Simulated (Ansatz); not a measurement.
Start from `C[N](C)[Hf]([I])([N](C)C)[N](C)C` and change one atom or group to get `C[N](C)[Hf]([OH])([N](C)C)[N](C)C`.

Ansatz, PBE0-D4/def2-TZVP geometries, multiplicity 1. Each molecule was computed in one conformer, which needn't be the lowest.

Elements past krypton have def2 core potentials.

```csv
property,`C[N](C)[Hf]([I])([N](C)C)[N](C)C`
HOMO–LUMO gap (B3LYP/def2-TZVPP) / eV,5.96
LUMO energy (B3LYP/def2-TZVPP) / eV,-0.29
HOMO energy (PBE/def2-TZVPP) / eV,-5.24
LUMO energy (ωB97M-V/def2-TZVPP) / eV,1.45
size of the dipole moment (ωB97M-V/def2-TZVPP) / D,3.54
LUMO energy (PBE0/def2-TZVPP) / eV,-0.08
```

Question: Give the same properties after the change, and the shifts. (Best estimate.)

Answer: Computed: 
```json
{"property": "HOMO–LUMO gap (B3LYP/def2-TZVPP) / eV", "`C[N](C)[Hf]([OH])([N](C)C)[N](C)C`": "5.62", "shift": "-0.34"}
{"property": "LUMO energy (B3LYP/def2-TZVPP) / eV", "`C[N](C)[Hf]([OH])([N](C)C)[N](C)C`": "0.00", "shift": "0.29"}
{"property": "HOMO energy (PBE/def2-TZVPP) / eV", "`C[N](C)[Hf]([OH])([N](C)C)[N](C)C`": "-4.59", "shift": "0.65"}
{"property": "LUMO energy (ωB97M-V/def2-TZVPP) / eV", "`C[N](C)[Hf]([OH])([N](C)C)[N](C)C`": "1.42", "shift": "-0.03"}
{"property": "size of the dipole moment (ωB97M-V/def2-TZVPP) / D", "`C[N](C)[Hf]([OH])([N](C)C)[N](C)C`": "0.78", "shift": "-2.76"}
{"property": "LUMO energy (PBE0/def2-TZVPP) / eV", "`C[N](C)[Hf]([OH])([N](C)C)[N](C)C`": "0.27", "shift": "0.35"}
```

With PBE0 the HOMO rises by 0.63 eV and the LUMO rises by 0.35 eV, so the gap narrows by about 0.28 eV. PBE moves the HOMO by 0.65 eV and ωB97M-V by 0.57 eV. Dipoles are sizes alone; their direction can turn.

B3LYP here is the variant with VWN-RPA as its local correlation; programs differ in this.

Spin–orbit coupling is left out; it splits and shifts lone-pair levels of the heavy atoms by tenths of an eV.
